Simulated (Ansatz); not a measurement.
Consider the redistribution: `C[O][Ti]([NH2])([NH2])[NH2]` + `[Li][N](C)C` → `C[N](C)[Ti]([NH2])([NH2])[NH2]` + `[Li][O]C`.

Gas-phase electronic energies from Ansatz, PBE0-D4/def2-TZVP geometries. CCSD(T)/CBS is the MP2 limit (def2-TZVPP, def2-QZVPP) plus CCSD(T) − MP2 in def2-TZVPP, frozen cores. Functionals use def2-TZVPP. For Li, Ti outer-core shells are correlated without core-valence functions, which leaves a few kJ/mol of doubt a bond. Scalar relativity is left out up to krypton. Each species was taken in one conformer, which may not be the lowest.

`C[O][Ti]([NH2])([NH2])[NH2]`:

```xyz
15

C     0.874    2.408    0.045
O     0.662    1.059   -0.192
Ti   -0.118   -0.539   -0.072
N    -0.549   -1.198   -1.793
N    -1.745   -0.487    0.893
N     1.008   -1.767    0.831
H     1.158    2.917   -0.883
H     1.681    2.549    0.773
H    -0.031    2.887    0.437
H    -0.415   -2.154   -2.087
H    -0.716   -0.611   -2.599
H    -2.644   -0.746    0.514
H    -1.855   -0.108    1.824
H     0.674   -2.469    1.475
H     2.017   -1.742    0.835
```

`[Li][N](C)C`:

Z-matrix (Å, degrees):
```
C
N 1 1.433
H 1 1.109 2 113.1
H 1 1.098 2 111.6 3 120.1
H 1 1.109 2 113.1 3 -119.8
C 2 1.433 1 109.2 3 59.9
Li 2 1.737 1 125.4 3 -120.0
H 6 1.109 2 113.1 1 -59.9
H 6 1.098 2 111.6 1 180.0
H 6 1.109 2 113.1 1 59.9
```

`C[N](C)[Ti]([NH2])([NH2])[NH2]`:

Z-matrix (Å, degrees):
```
Ti
N 1 1.905
N 1 1.876 2 108.0
C 1 3.033 2 116.2 3 20.4
N 1 1.896 2 108.2 3 117.5
C 1 2.794 2 93.8 3 -24.8
N 1 1.905 2 115.6 3 -121.0
H 2 1.011 1 125.3 3 171.3
H 2 1.010 1 125.2 3 -3.3
H 4 1.090 1 82.7 2 109.5
H 4 1.100 1 122.6 2 2.3
H 4 1.100 1 122.6 2 -143.2
H 5 1.010 1 124.5 2 146.5
H 5 1.010 1 124.4 2 -21.2
H 6 1.096 1 73.0 2 -58.0
H 6 1.100 1 125.1 2 -157.7
H 6 1.100 1 125.0 2 41.7
H 7 1.011 1 125.5 2 -48.7
H 7 1.010 1 125.1 2 125.4
```

`[Li][O]C`:

```xyz
6

Li   -1.887    1.457   -0.505
O    -0.667    0.515   -0.178
C     0.391   -0.302    0.105
H     0.869   -0.061    1.072
H     0.103   -1.367    0.163
H     1.191   -0.242   -0.656
```

Q: Is it downhill or uphill in electronic energy at CCSD(T)/CBS, and by how much? (Best estimate.)

A: Computed: Downhill: ΔE = -0.41 eV.

Q: What do these levels give: LDA (SPW92), revPBE-D4, r2SCANh-D4, BHLYP-D4, r2SCAN, r2SCANh, HF/def2-SVP, MP2/def2-SVP, SCS-MP2/def2-TZVPP, CCSD/def2-TZVPP, MP2/def2-QZVPP, CCSD/CBS(def2)? (Estimate.)

A: Ansatz gave: LDA (SPW92) -0.34, revPBE-D4 -0.36, r2SCANh-D4 -0.33, BHLYP-D4 -0.34, r2SCAN -0.30, r2SCANh -0.30, HF/def2-SVP -0.21, MP2/def2-SVP -0.38, SCS-MP2/def2-TZVPP -0.36, CCSD/def2-TZVPP -0.31, MP2/def2-QZVPP -0.44, CCSD/CBS(def2) -0.38 eV.

Largest T1 diagnostic among the species: 0.023, so the coupled-cluster value is less sure than usual.

At CCSD(T), def2-SVP lies +0.06 eV from the extrapolated value and def2-TZVPP +0.07 eV. The D4 term adds −0.10 eV with B3LYP and −0.06 eV with PBE0; it sums over pairs of atoms, weighted by their polarisabilities, and B3LYP, whose exchange is more repulsive, gets the larger term. Leaving LDA and LC-ωPBE aside and taking each functional with its dispersion term where it has one, the values, not all of them listed here, spread over 0.07 eV, from BLYP-D4 to B97M-V. LDA lies −0.06 eV from PBE without D4.

B3LYP here is the variant with VWN-RPA as its local correlation; programs differ in this.
